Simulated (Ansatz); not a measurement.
Cartesian coordinates in Å:
```
C -0.902 -1.305 0.856
Si -0.384 0.475 0.855
O -0.080 1.038 -0.691
C 1.013 0.814 -1.436
F 1.571 -0.395 -1.135
F 0.661 0.768 -2.733
H -0.093 -1.946 0.500
H -1.772 -1.456 0.214
H -1.168 -1.615 1.870
H 0.836 0.683 1.681
H -1.471 1.362 1.329
H 1.789 1.577 -1.312
```

The species carries charge 0 and has multiplicity 1.

(1) List the PBE0/def2-TZVPP orbital energies in eV (Ansatz 0.2.0). (Best estimate.)

Answers

(1) The calculation gave: Occupied: -1803.30, -674.52, -674.43, -523.49, -284.00, -277.99, -145.54, -100.26, -100.19, -100.16, -35.60, -33.77, -29.63, -20.17, -19.52, -16.83, -16.23, -15.93, -13.86, -12.70, -12.56, -11.91, -11.70, -11.58, -11.16, -10.75, -10.34, -9.39, -8.91. Lowest empty: 0.59, 1.06, 1.87, 2.19, 2.32, 2.50, 2.98, 3.13.
